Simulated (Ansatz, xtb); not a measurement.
## Isomers of C2H2F2Ga in order of energy

4 gas-phase structures of C2H2F2Ga, found in a search over its isomers (lower ones may exist). Each was relaxed with GFN2-xTB; where two conformers were screened, the lower at r2SCAN-D4/def2-SVP is listed:

A. `C=[C](F)[Ga][F]`, a doublet
B. `F/C=[CH]\[Ga][F]`, a doublet
C. `F/C=[CH]/[Ga][F]`, a doublet
D. `C=[C][Ga]([F])[F]`, a doublet

Q: Estimate their order in r2SCAN-D4/def2-SVP energy at these geometries, lowest first.

A: Calculated order at r2SCAN-D4/def2-SVP: D (0.0), C (6.7), B (9.9), A (11.8) kcal/mol.

Energies above the lowest of each column, in kcal/mol; the last columns are at PBE-D3(BJ)/def2-SVP geometries and were run for some of them only (a dash: not run or not comparable):

```tsv
structure	GFN2-xTB	HF/STO-3G	r2SCAN-D4/def2-SVP	PBE-D3(BJ)/def2-SVP	CCSD(T)/def2-SVP
D	8.0	55.8	0.0	0.0	0.0
C	5.4	0.4	6.7	1.6	11.6
B	0.0	6.3	9.9	1.7	11.4
A	1.4	0.0	11.8	–	–
```

CCSD(T)/def2-SVP puts D lowest of those it was run on; GFN2-xTB picks B, HF/STO-3G picks A. CCSD(T)/def2-SVP orders those it was run on as D (0.0), B (11.4), C (11.6) kcal/mol. Less than 1 kcal/mol parts B and C, so the order within that pair means little. Some further structures that were screened fall inside this span and aren't listed. Flexible structures stand in one conformer each, not always the lowest. Frequencies (PBE-D3(BJ)/def2-SVP) were run for B, C, D alone. Open shells are spin-unrestricted, some with notable spin contamination.

Over these structures GFN2-xTB departs from r2SCAN-D4/def2-SVP by 6.8 kcal/mol on average once a common shift is removed. A GFN2-xTB relaxation took about 0.12 s and the r2SCAN-D4/def2-SVP energy about 3.5 s on a shared host (Ansatz 0.2.0, xtb 6.7.1).
